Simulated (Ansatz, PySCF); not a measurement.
System: SnI$_{2}$ (charge 0, singlet). 
Coordinates optimised at B3LYP-D3(BJ)/def2-TZVP (Ansatz, a first-principles code):
SMILES: [I][Sn][I]
```xyz
3

Sn     0.0121     0.0019     1.1958
I      1.0631    -1.8353    -0.5720
I     -1.0745     1.8335    -0.5562
```

Total electronic energies in hartree. Correlated levels leave the core frozen unless marked. Spin-orbit coupling is left out. Frozen are the shells of the preceding noble gas and the d and f shells that filled before the atom's block. Past Kr the def2 sets carry scalar-relativistic core potentials. CBS marks a two-point X^-3 extrapolation of the correlation energy; Hartree-Fock from the larger set. The bracket is a focal-point correction in the basis named.

```json
[
 {"level": "HF/def2-TZVPP", "program": "Ansatz", "energy (Eh)": "-806.79609"},
 {"level": "HF/def2-QZVPP", "program": "Ansatz", "energy (Eh)": "-806.80023"},
 {"level": "RI-HF/def2-TZVPP", "program": "Ansatz", "energy (Eh)": "-806.79601"},
 {"level": "SVWN5/def2-TZVPD", "program": "Ansatz", "energy (Eh)": "-808.70262"},
 {"level": "revPBE-D3(BJ)/def2-TZVPD", "program": "Ansatz + dftd3", "energy (Eh)": "-809.97886"},
 {"level": "revPBE-D4/def2-TZVPD", "program": "Ansatz + dftd4", "energy (Eh)": "-809.97909"},
 {"level": "B3LYP-D3(BJ)/def2-TZVPD", "program": "Ansatz + dftd3", "energy (Eh)": "-810.11337"},
 {"level": "B3LYP/def2-TZVPD", "program": "Ansatz", "energy (Eh)": "-810.10283"},
 {"level": "PBE0/def2-QZVPP", "program": "Ansatz", "energy (Eh)": "-809.87420"},
 {"level": "TPSSh-D3(BJ)/def2-TZVPD", "program": "PySCF + dftd3", "energy (Eh)": "-809.58761"},
 {"level": "TPSSh-D4/def2-TZVPD", "program": "PySCF + dftd4", "energy (Eh)": "-809.58762"},
 {"level": "r2SCANh/def2-TZVPD", "program": "Ansatz", "energy (Eh)": "-810.11852"},
 {"level": "r2SCAN0/def2-TZVPD", "program": "Ansatz", "energy (Eh)": "-810.07033"},
 {"level": "HSE06-D4/def2-TZVPD", "program": "Ansatz + dftd4", "energy (Eh)": "___"},
 {"level": "PBE-QIDH/def2-TZVPD", "program": "Ansatz", "energy (Eh)": "-809.02457"},
 {"level": "MP2/def2-SVP", "program": "Ansatz", "energy (Eh)": "-807.02262"},
 {"level": "RI-MP2/CBS(def2-TZVPP,def2-QZVPP)", "program": "Ansatz", "energy (Eh)": "-807.2286"},
 {"level": "RI-MP2/CBS(def2-TZVPPD,def2-QZVPPD)", "program": "Ansatz", "energy (Eh)": "-807.2275"},
 {"level": "SCS-MP2/def2-SVP", "program": "Ansatz", "energy (Eh)": "-807.01414"},
 {"level": "CCSD(T)/def2-TZVPP", "program": "Ansatz", "energy (Eh)": "-807.19364"},
 {"level": "CCSD(T)/def2-TZVPPD", "program": "Ansatz", "energy (Eh)": "-807.19675"},
 {"level": "RI-MP2/CBS(def2-TZVPP,def2-QZVPP)+[CCSD(T)-MP2]/def2-QZVPP", "program": "Ansatz", "energy (Eh)": "-807.2818"},
 {"level": "CCSD(T)/CBS(def2-TZVPP,def2-QZVPP)", "program": "Ansatz", "energy (Eh)": "-807.2833"}
]
```

Q: Complete the blanks.

A: 
- HSE06-D4/def2-TZVPD, energy (Eh): -809.87181
